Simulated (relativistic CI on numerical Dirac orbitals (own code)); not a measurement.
## Radial parameters of K17+

Calculated at this level of theory: Dirac-Coulomb-Breit CI, KLI orbitals optimised for each configuration, model QED, unscaled Slater integrals (own radial code, finite nucleus).

Slater integrals F^k, G^k are unscaled and averaged over j, outside the closed core (none); ζ comes from projecting the Hamiltonian with its Breit term on Σ l·s of the shell.

- 1s 2s: G^0(1s,2s) = 86695 cm⁻¹; <r>(1s) = 0.07876, <r^2>(1s) = 0.008299, <r>(2s) = 0.3245, <r^2>(2s) = 0.1229 (bohr units).
- 1s 2p: G^1(1s,2p) = 193110, ζ(2p) = 26488 cm⁻¹; <r>(1s) = 0.07877, <r^2>(1s) = 0.008302, <r>(2p) = 0.2742, <r^2>(2p) = 0.09045 (bohr units).
- 1s 3s: G^0(1s,3s) = 22818 cm⁻¹; <r>(1s) = 0.0786, <r^2>(1s) = 0.00826, <r>(3s) = 0.7358, <r^2>(3s) = 0.6154 (bohr units).

Averages of the first 10 configurations, taken without configuration mixing, which lowers the lowest level and can move excited configurations by several eV; other configurations of the list can lie among them:

```json
{"Configuration": "1s2", "Parity": "even", "States": "1", "Average energy above the lowest level (eV)": "0.0"}
{"Configuration": "1s 2s", "Parity": "even", "States": "4", "Average energy above the lowest level (eV)": "3476.4"}
{"Configuration": "1s 2p", "Parity": "odd", "States": "12", "Average energy above the lowest level (eV)": "3497.6"}
{"Configuration": "1s 3s", "Parity": "even", "States": "4", "Average energy above the lowest level (eV)": "4110.4"}
{"Configuration": "1s 3p", "Parity": "odd", "States": "12", "Average energy above the lowest level (eV)": "4116.4"}
{"Configuration": "1s 3d", "Parity": "even", "States": "20", "Average energy above the lowest level (eV)": "4119.1"}
{"Configuration": "1s 4s", "Parity": "even", "States": "4", "Average energy above the lowest level (eV)": "4330.0"}
{"Configuration": "1s 4p", "Parity": "odd", "States": "12", "Average energy above the lowest level (eV)": "4332.5"}
{"Configuration": "1s 4d", "Parity": "even", "States": "20", "Average energy above the lowest level (eV)": "4333.6"}
{"Configuration": "1s 4f", "Parity": "odd", "States": "28", "Average energy above the lowest level (eV)": "4333.8"}
```
